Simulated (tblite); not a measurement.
Record of a relaxation.

Species: C7H10ClFO.
Numbering: `[CH2:1]=[CH:2][C@@H:3]([CH2:4][CH3:5])[C@H:6]([F:7])[C:8](=[O:9])[Cl:10]` (hydrogens: H11, H12 on C1; H13 on C2; H14 on C3; H15, H16 on C4; H17, H18, H19 on C5; H20 on C6)

Computed with GFN2-xTB (tblite), gas phase: L-BFGS steps from a force-field or distance-geometry start until the largest atomic force falls under 0.01 eV/Å. 4 of its 87 geometries are shown.

Step 0: E = -908.7867 eV, largest atomic force 3.065 eV/Å
```
atom  x, y, z in Å  |  force x, y, z in eV/Å
C1      0.328    2.594   -0.128   -0.106  -0.634  -0.237
C2      0.394    1.370   -0.657    0.000   0.459   1.144
C3      0.251    0.085    0.160   -0.784   0.753  -0.533
C4     -0.951   -0.735   -0.373    0.041  -0.610   0.632
C5     -2.296   -0.049   -0.172   -0.255   0.342  -0.226
C6      1.547   -0.723    0.088    0.095   0.069   0.148
F7      1.727   -1.161   -1.199    0.184  -0.221   0.178
C8      1.585   -1.847    1.119   -1.307   0.496   1.992
O9      1.065   -1.748    2.226    1.457  -0.546  -2.641
Cl10    2.481   -3.239    0.577   -0.227   0.169   0.287
H11     0.436    3.472   -0.758   -0.038  -0.226   0.278
H12     0.124    2.761    0.931    0.137  -0.065  -0.447
H13     0.583    1.258   -1.705    0.036  -0.195  -0.267
H14     0.047    0.352    1.202    0.148  -0.074  -0.019
H15    -0.819   -0.970   -1.426    0.127   0.055  -0.115
H16    -0.995   -1.699    0.179    0.185   0.428  -0.251
H17    -2.361    0.870   -0.773    0.053  -0.277   0.247
H18    -3.107   -0.716   -0.497    0.298   0.214   0.144
H19    -2.461    0.214    0.877    0.081  -0.093  -0.228
H20     2.416   -0.078    0.326   -0.124  -0.042  -0.087
```

Step 29: E = -908.9490 eV, largest atomic force 0.066 eV/Å
```
atom  x, y, z in Å  |  force x, y, z in eV/Å
C1      0.301    2.570   -0.139   -0.024   0.008  -0.016
C2      0.355    1.357   -0.654   -0.026  -0.022   0.017
C3      0.220    0.098    0.152    0.022  -0.025   0.001
C4     -0.938   -0.770   -0.362    0.025   0.003   0.011
C5     -2.263   -0.044   -0.180   -0.003   0.003  -0.007
C6      1.550   -0.682    0.096   -0.012   0.016   0.035
F7      1.798   -1.139   -1.171    0.001   0.014   0.064
C8      1.558   -1.807    1.110    0.034   0.010  -0.008
O9      1.155   -1.718    2.224    0.004  -0.023   0.010
Cl10    2.288   -3.282    0.523   -0.033  -0.009  -0.014
H11     0.399    3.451   -0.747    0.011   0.033  -0.030
H12     0.139    2.736    0.913    0.017  -0.019   0.015
H13     0.507    1.204   -1.714    0.016   0.019   0.006
H14     0.042    0.345    1.204    0.038  -0.001  -0.026
H15    -0.776   -1.002   -1.416   -0.006   0.012   0.002
H16    -0.952   -1.711    0.193   -0.007   0.017  -0.005
H17    -2.255    0.896   -0.725   -0.023   0.016  -0.010
H18    -3.088   -0.648   -0.544   -0.003  -0.036  -0.009
H19    -2.430    0.172    0.873   -0.028  -0.003   0.007
H20     2.385   -0.012    0.360   -0.005  -0.012  -0.043
```

Step 57: E = -908.9629 eV, largest atomic force 0.027 eV/Å
```
atom  x, y, z in Å  |  force x, y, z in eV/Å
C1      0.298    2.594   -0.157   -0.003   0.000   0.005
C2      0.348    1.369   -0.645    0.001   0.011  -0.002
C3      0.234    0.123    0.184    0.016   0.008  -0.006
C4     -0.900   -0.774   -0.331    0.009   0.008  -0.004
C5     -2.256   -0.095   -0.200    0.002  -0.001  -0.003
C6      1.577   -0.643    0.129    0.007  -0.007   0.007
F7      1.835   -1.066   -1.146    0.009   0.003   0.009
C8      1.563   -1.797    1.109    0.002  -0.005  -0.013
O9      1.403   -1.686    2.280   -0.003   0.016   0.004
Cl10    1.803   -3.366    0.374   -0.009   0.025  -0.007
H11     0.377    3.462   -0.790    0.009  -0.013   0.004
H12     0.167    2.784    0.896   -0.005  -0.011   0.000
H13     0.481    1.200   -1.705    0.003  -0.002   0.007
H14     0.059    0.384    1.232   -0.001  -0.012  -0.007
H15    -0.707   -1.015   -1.378   -0.013  -0.019  -0.001
H16    -0.904   -1.708    0.236   -0.007   0.001  -0.007
H17    -2.257    0.862   -0.716    0.001  -0.006  -0.001
H18    -3.031   -0.721   -0.633   -0.012  -0.002   0.021
H19    -2.496    0.079    0.847    0.001   0.006  -0.009
H20     2.402    0.027    0.412   -0.007   0.000   0.001
```

Step 86: E = -908.9649 eV, largest atomic force 0.010 eV/Å
```
atom  x, y, z in Å  |  force x, y, z in eV/Å
C1      0.298    2.591   -0.150    0.001  -0.002   0.003
C2      0.352    1.371   -0.648   -0.001  -0.005   0.002
C3      0.233    0.121    0.175   -0.005  -0.007  -0.001
C4     -0.899   -0.780   -0.337   -0.002  -0.001  -0.003
C5     -2.255   -0.100   -0.202    0.004  -0.001   0.000
C6      1.582   -0.636    0.131   -0.002   0.000   0.000
F7      1.858   -1.053   -1.142   -0.002   0.005  -0.003
C8      1.562   -1.791    1.107    0.001  -0.004  -0.001
O9      1.430   -1.680    2.282   -0.003  -0.001   0.002
Cl10    1.736   -3.361    0.358   -0.003   0.004   0.003
H11     0.391    3.465   -0.772   -0.005   0.000  -0.004
H12     0.153    2.768    0.903    0.000   0.005   0.007
H13     0.499    1.208   -1.707    0.000  -0.004  -0.002
H14     0.051    0.381    1.222    0.009  -0.002   0.000
H15    -0.712   -1.029   -1.383    0.005   0.001  -0.002
H16    -0.901   -1.711    0.235   -0.003   0.006  -0.001
H17    -2.274    0.833   -0.760    0.001  -0.004   0.004
H18    -3.040   -0.748   -0.583    0.007   0.001   0.004
H19    -2.466    0.119    0.843   -0.004   0.007  -0.006
H20     2.397    0.041    0.426    0.001   0.002  -0.001
```

Task: Summarise the path.

Result: The energy falls by 0.1782 eV from step 0 to step 86; nine tenths of that is first reached at step 26. It falls at every step. The largest force goes from 3.065 to 0.010 eV/Å. Among the bonds C8=O9 changes most, from 1.227 to 1.188 Å; the atoms move by 0.215 Å rms after alignment.

Task: Follow the three bonds and two angles with the largest change from start to end.

Result: 
```json
{"step": "0", "E above end (eV)": "0.1782", "largest force (eV/Å)": "3.065", "C8=O9 (Å)": "1.227", "C2–C3 (Å)": "1.529", "C4–H16 (Å)": "1.112", "O9–C8–Cl10 (°)": "124.3", "C6–C3–H14 (°)": "109.4"}
{"step": "4", "E above end (eV)": "0.0360", "largest force (eV/Å)": "0.291", "C8=O9 (Å)": "1.186", "C2–C3 (Å)": "1.505", "C4–H16 (Å)": "1.095", "O9–C8–Cl10 (°)": "120.9", "C6–C3–H14 (°)": "106.7"}
{"step": "7", "E above end (eV)": "0.0288", "largest force (eV/Å)": "0.149", "C8=O9 (Å)": "1.187", "C2–C3 (Å)": "1.501", "C4–H16 (Å)": "1.092", "O9–C8–Cl10 (°)": "120.8", "C6–C3–H14 (°)": "106.9"}
{"step": "11", "E above end (eV)": "0.0252", "largest force (eV/Å)": "0.073", "C8=O9 (Å)": "1.187", "C2–C3 (Å)": "1.502", "C4–H16 (Å)": "1.092", "O9–C8–Cl10 (°)": "121.3", "C6–C3–H14 (°)": "106.6"}
{"step": "15", "E above end (eV)": "0.0233", "largest force (eV/Å)": "0.087", "C8=O9 (Å)": "1.187", "C2–C3 (Å)": "1.501", "C4–H16 (Å)": "1.092", "O9–C8–Cl10 (°)": "121.3", "C6–C3–H14 (°)": "106.6"}
{"step": "19", "E above end (eV)": "0.0217", "largest force (eV/Å)": "0.060", "C8=O9 (Å)": "1.187", "C2–C3 (Å)": "1.502", "C4–H16 (Å)": "1.093", "O9–C8–Cl10 (°)": "121.2", "C6–C3–H14 (°)": "106.7"}
{"step": "22", "E above end (eV)": "0.0203", "largest force (eV/Å)": "0.057", "C8=O9 (Å)": "1.187", "C2–C3 (Å)": "1.500", "C4–H16 (Å)": "1.092", "O9–C8–Cl10 (°)": "121.3", "C6–C3–H14 (°)": "106.9"}
{"step": "26", "E above end (eV)": "0.0178", "largest force (eV/Å)": "0.056", "C8=O9 (Å)": "1.188", "C2–C3 (Å)": "1.501", "C4–H16 (Å)": "1.093", "O9–C8–Cl10 (°)": "121.4", "C6–C3–H14 (°)": "107.2"}
{"step": "30", "E above end (eV)": "0.0153", "largest force (eV/Å)": "0.052", "C8=O9 (Å)": "1.187", "C2–C3 (Å)": "1.501", "C4–H16 (Å)": "1.092", "O9–C8–Cl10 (°)": "121.3", "C6–C3–H14 (°)": "106.6"}
{"step": "34", "E above end (eV)": "0.0133", "largest force (eV/Å)": "0.054", "C8=O9 (Å)": "1.188", "C2–C3 (Å)": "1.502", "C4–H16 (Å)": "1.092", "O9–C8–Cl10 (°)": "121.2", "C6–C3–H14 (°)": "105.9"}
{"step": "37", "E above end (eV)": "0.0119", "largest force (eV/Å)": "0.054", "C8=O9 (Å)": "1.188", "C2–C3 (Å)": "1.502", "C4–H16 (Å)": "1.093", "O9–C8–Cl10 (°)": "121.2", "C6–C3–H14 (°)": "106.0"}
{"step": "41", "E above end (eV)": "0.0099", "largest force (eV/Å)": "0.055", "C8=O9 (Å)": "1.187", "C2–C3 (Å)": "1.500", "C4–H16 (Å)": "1.091", "O9–C8–Cl10 (°)": "121.2", "C6–C3–H14 (°)": "106.5"}
{"step": "45", "E above end (eV)": "0.0078", "largest force (eV/Å)": "0.068", "C8=O9 (Å)": "1.187", "C2–C3 (Å)": "1.501", "C4–H16 (Å)": "1.093", "O9–C8–Cl10 (°)": "121.4", "C6–C3–H14 (°)": "106.3"}
{"step": "49", "E above end (eV)": "0.0052", "largest force (eV/Å)": "0.049", "C8=O9 (Å)": "1.188", "C2–C3 (Å)": "1.500", "C4–H16 (Å)": "1.092", "O9–C8–Cl10 (°)": "121.3", "C6–C3–H14 (°)": "106.7"}
{"step": "52", "E above end (eV)": "0.0038", "largest force (eV/Å)": "0.055", "C8=O9 (Å)": "1.188", "C2–C3 (Å)": "1.501", "C4–H16 (Å)": "1.092", "O9–C8–Cl10 (°)": "121.2", "C6–C3–H14 (°)": "106.7"}
{"step": "56", "E above end (eV)": "0.0021", "largest force (eV/Å)": "0.032", "C8=O9 (Å)": "1.188", "C2–C3 (Å)": "1.501", "C4–H16 (Å)": "1.093", "O9–C8–Cl10 (°)": "121.1", "C6–C3–H14 (°)": "106.9"}
{"step": "60", "E above end (eV)": "0.0016", "largest force (eV/Å)": "0.018", "C8=O9 (Å)": "1.188", "C2–C3 (Å)": "1.501", "C4–H16 (Å)": "1.093", "O9–C8–Cl10 (°)": "121.2", "C6–C3–H14 (°)": "106.9"}
{"step": "64", "E above end (eV)": "0.0012", "largest force (eV/Å)": "0.018", "C8=O9 (Å)": "1.188", "C2–C3 (Å)": "1.501", "C4–H16 (Å)": "1.092", "O9–C8–Cl10 (°)": "121.4", "C6–C3–H14 (°)": "106.7"}
{"step": "67", "E above end (eV)": "0.0009", "largest force (eV/Å)": "0.049", "C8=O9 (Å)": "1.187", "C2–C3 (Å)": "1.501", "C4–H16 (Å)": "1.092", "O9–C8–Cl10 (°)": "121.3", "C6–C3–H14 (°)": "106.7"}
{"step": "71", "E above end (eV)": "0.0005", "largest force (eV/Å)": "0.029", "C8=O9 (Å)": "1.188", "C2–C3 (Å)": "1.501", "C4–H16 (Å)": "1.093", "O9–C8–Cl10 (°)": "121.4", "C6–C3–H14 (°)": "106.7"}
{"step": "75", "E above end (eV)": "0.0003", "largest force (eV/Å)": "0.021", "C8=O9 (Å)": "1.188", "C2–C3 (Å)": "1.501", "C4–H16 (Å)": "1.092", "O9–C8–Cl10 (°)": "121.2", "C6–C3–H14 (°)": "106.8"}
{"step": "79", "E above end (eV)": "0.0001", "largest force (eV/Å)": "0.015", "C8=O9 (Å)": "1.188", "C2–C3 (Å)": "1.501", "C4–H16 (Å)": "1.092", "O9–C8–Cl10 (°)": "121.3", "C6–C3–H14 (°)": "106.7"}
{"step": "82", "E above end (eV)": "0.0001", "largest force (eV/Å)": "0.010", "C8=O9 (Å)": "1.188", "C2–C3 (Å)": "1.501", "C4–H16 (Å)": "1.093", "O9–C8–Cl10 (°)": "121.3", "C6–C3–H14 (°)": "106.7"}
{"step": "86", "E above end (eV)": "0.0000", "largest force (eV/Å)": "0.010", "C8=O9 (Å)": "1.188", "C2–C3 (Å)": "1.501", "C4–H16 (Å)": "1.093", "O9–C8–Cl10 (°)": "121.3", "C6–C3–H14 (°)": "106.8"}
```

What follows is the cost of the whole relaxation. Time: 0.74 s of wall time. Hardware: an Arm Neoverse V1 with one thread, shared host with 64 logical CPUs at a one-minute load of 18.
